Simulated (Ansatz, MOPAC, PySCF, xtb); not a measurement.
Complex: disiloxane (SMILES [SiH3]O[SiH3]) (first 9 atoms) with hydrogen (SMILES [H][H]); geometry from B3LYP-D3(BJ)/def2-TZVP, rigid monomers moved along the line of their centres of mass till O2···H10 is 3.06 Å.
(charge 0, multiplicity 1):
```xyz
11

Si    -0.6466    -1.2714    -0.3350
O     -0.0073     0.0448     0.4032
Si     0.9583     1.3640     0.2865
H     -1.6257    -1.8860     0.5850
H     -1.3225    -0.8710    -1.5914
H      0.4232    -2.2463    -0.6504
H      2.3642     0.9475     0.0746
H      0.8492     2.1280     1.5466
H      0.5271     2.2097    -0.8514
H     -0.7514    -0.2027     3.3565
H     -0.8882    -0.2976     4.0822
```

Monomers are frozen at their geometry in the pair; levels with a basis set take the counterpoise correction.

The state that AM1 reach isn't checked.

The values were computed with Ansatz (Gaussian basis) for Hartree–Fock, density functionals and correlated methods; MOPAC for AM1 (differences of heats of formation); PySCF for the dispersion terms; xtb for the GFN methods. Values without a source in brackets are computed.

One of these levels gives -0.75 kcal/mol for the interaction energy. Which one is it?
A) PBE-D3(BJ)/def2-TZVPPD
B) GFN-FF
C) AM1

A, PBE-D3(BJ)/def2-TZVPPD. The others give -0.38 (GFN-FF), -0.04 (AM1)

Ansatz is a first-principles code.
